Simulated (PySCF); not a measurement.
CH3Cl3Si, charge +1, doublet, at a GFN2-xTB geometry (a state made from the parent by changing its charge; the spin is typed, not shown lowest). Base run: PBE/6-31G in PySCF.

Input for PySCF:
```python
from pyscf import gto, scf, dft, solvent

mol = gto.M(
    atom='''
C    -2.00777098   -0.39513502    0.06309737
Si   -0.02875321   -0.00565871    0.00090361
Cl    0.59623333   -1.24451732   -1.43212215
Cl    0.00105102    1.93520268   -0.45856394
Cl    0.54624239   -0.46563606    1.85474896
H    -2.12888004   -1.44408543    0.30982242
H    -2.44419379    0.24045630    0.82559093
H    -2.41770975   -0.17217689   -0.91571697
''',
    basis='6-31g',
    charge=1,
    spin=1,
    verbose=4,
)

mf = dft.UKS(mol)
mf.xc = 'pbe'
mf.kernel()
```

Variants of this job, named by their change:

```json
[
 {"change": "base", "ΔE vs base (kcal/mol)": "0.000"},
 {"change": "model = IEF-PCM; solvent = dimethylsulfoxide", "ΔE vs base (kcal/mol)": "-56.53"},
 {"change": "model = IEF-PCM; solvent = 2-propanol", "ΔE vs base (kcal/mol)": "-54.68"},
 {"change": "model = IEF-PCM; solvent = 2-propanol; lebedev_order = 11", "ΔE vs base (kcal/mol)": "-54.53"},
 {"change": "model = ddCOSMO; solvent = 2-propanol", "ΔE vs base (kcal/mol)": "-54.38"},
 {"change": "model = IEF-PCM; solvent = toluene", "ΔE vs base (kcal/mol)": "-32.84"},
 {"change": "model = SS(V)PE; solvent = 2-propanol", "ΔE vs base (kcal/mol)": "-51.75"},
 {"change": "model = IEF-PCM; solvent = 2-propanol; r_probe = 0.5", "ΔE vs base (kcal/mol)": "-43.81"},
 {"change": "model = IEF-PCM; solvent = 2-propanol; vdw_scale = 1.1", "ΔE vs base (kcal/mol)": "-60.99"},
 {"change": "model = C-PCM; solvent = 2-propanol", "ΔE vs base (kcal/mol)": "-54.78"},
 {"change": "model = COSMO; solvent = 2-propanol", "ΔE vs base (kcal/mol)": "-53.38"},
 {"change": "model = IEF-PCM; solvent = water", "ΔE vs base (kcal/mol)": "-57.05"}
]
```

The base is the gas phase, so ΔE is the electrostatic part of solvation at a fixed geometry, without cavity and dispersion terms.

Open shells are given as the SCF converged; they aren't shown to be the lowest states, and a large step between rows can be another state.
